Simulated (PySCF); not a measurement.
# GaS₂⁻: from structure and modes to constants

These are results of PBE0 in PySCF with Ga def2-TZVPD, S def2-TZVPD; no relativity; density-fitted integrals, not measurements.

The singlet minimum has D∞h symmetry. Masses (u): Ga 68.92558, S 31.97207.

```xyz
3
charge -1 multiplicity 1, angstrom
Ga    0.0000    0.0000    0.0000
S     0.0000    0.0000    2.0669
S     0.0000    0.0000   -2.0669
```

Harmonic wavenumbers (cm⁻¹): 137.6 (πu, ×2), 427.3 (σg+, ×1), 581.7 (σu+, ×1).

Q: Find the principal moments of inertia and the rotational constants. What kind of rotor is it?

A: About the centre of mass I = 273.18 u Å². With B = 16.8576/I this gives 0.06171 cm⁻¹. The molecule is linear.

Q: What is the harmonic zero-point energy?

A: Half the sum of all 4 wavenumbers, 1284/2 = 642 cm⁻¹, which is 7.7 kJ/mol (1 cm⁻¹ = 0.0119627 kJ/mol).

Q: Find the vibrational entropy and heat capacity at 298.15 K.

A: With u = 1.43878 ω/T, each mode gives S = R[u/(eᵘ−1) − ln(1−e⁻ᵘ)] and C = R u² eᵘ/(eᵘ−1)².
```json
{"ω (cm⁻¹)": "137.6 (×2)", "u": "0.664", "S (J/(mol K))": "11.87", "C (J/(mol K))": "8.02"}
{"ω (cm⁻¹)": "427.3", "u": "2.062", "S (J/(mol K))": "3.63", "C (J/(mol K))": "5.90"}
{"ω (cm⁻¹)": "581.7", "u": "2.807", "S (J/(mol K))": "2.02", "C (J/(mol K))": "4.48"}
```
The sums over all modes are S = 29.4 and C = 26.4 J/(mol K); the softest mode gives 40 % of the entropy (each member, where degenerate).

Q: Give the standard entropy (298.15 K, 1 bar) by its translational, rotational, vibrational and spin parts, and Cp.

A: Sackur–Tetrode with M = 132.87 u gives 169.8; rotation with symmetry number 2 gives 70.1; vibration 29.4; spin R ln 1 = 0.0. The total is 269.3 J/(mol K), and Cp = 7/2 R + 26.4 = 55.5 J/(mol K).

Q: Find the bond force constant k and the stretch–stretch coupling k′ of the valence force field.

A: For linear XMX, 4π²c²ω(σg)² = (k + k′)/mX and 4π²c²ω(σu)² = (k − k′)(1 + 2mX/mM)/mX. So k + k′ = 3.439 and k − k′ = 3.307 mdyn/Å, giving k = 3.373 and k′ = 0.066 mdyn/Å.

Only a few start shapes were tried, so a lower isomer may exist. The lowest empty level of this anion is unbound, so it and the gap depend on the basis.
